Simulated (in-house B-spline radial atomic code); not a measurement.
Radial electron density of neutral bromine, [Ar] 3d10 4s2 4p5. Computed with a B-spline radial code for spherical atoms: non-relativistic Hartree-Fock, average of configuration, point nucleus, inside a hard spherical wall at 2.16 bohr.

Columns: r (bohr), 4πr²n(r) (electrons per bohr), bar.

```
 0.00195    1.234 #
 0.00232    1.702 #
 0.00277    2.352 ##
  0.0033    3.216 ###
 0.00393    4.365 ####
 0.00468    5.874 #####
 0.00558    7.842 #######
 0.00665    10.34 #########
 0.00792    13.42 ###########
 0.00944    17.15 ###############
  0.0112    21.36 ##################
  0.0134    26.24 ######################
   0.016    31.27 ###########################
   0.019    35.89 ###############################
  0.0227    39.84 ##################################
   0.027    42.28 ####################################
  0.0322    42.89 #####################################
  0.0383    41.62 ####################################
  0.0457    39.03 #################################
  0.0544    36.46 ###############################
  0.0649    35.52 ##############################
  0.0773    37.47 ################################
  0.0921    42.25 ####################################
    0.11    48.01 #########################################
   0.131    51.35 ############################################
   0.156    49.67 ###########################################
   0.186     42.8 #####################################
   0.221    34.25 #############################
   0.264    28.55 ########################
   0.314    28.81 #########################
   0.374    32.96 ############################
   0.446    35.82 ###############################
   0.531    33.26 ############################
   0.633    25.67 ######################
   0.755    17.11 ###############
   0.899    11.68 ##########
    1.07    10.15 #########
    1.28    10.09 #########
    1.52    8.136 #######
    1.81    3.333 ###
    2.14  0.01234
```

On this grid the curve has 3 maxima, near 0.0322, 0.131, 0.446 bohr.

The 4s radial function P(r) = rR(r), positive near the nucleus:

```csv
r (bohr),P
0.000571,0.01248
0.000811,0.01758
0.00115,0.02464
0.00164,0.03453
0.00232,0.04768
0.0033,0.06547
0.00468,0.08831
0.00665,0.1167
0.00944,0.149
0.0134,0.1809
0.019,0.2027
0.027,0.1976
0.0383,0.1427
0.0544,0.01897
0.0773,-0.1623
0.11,-0.3239
0.156,-0.3186
0.221,-0.04045
0.314,0.3911
0.446,0.5613
0.633,0.1487
0.899,-0.6305
1.28,-1.104
1.81,-0.6409
```
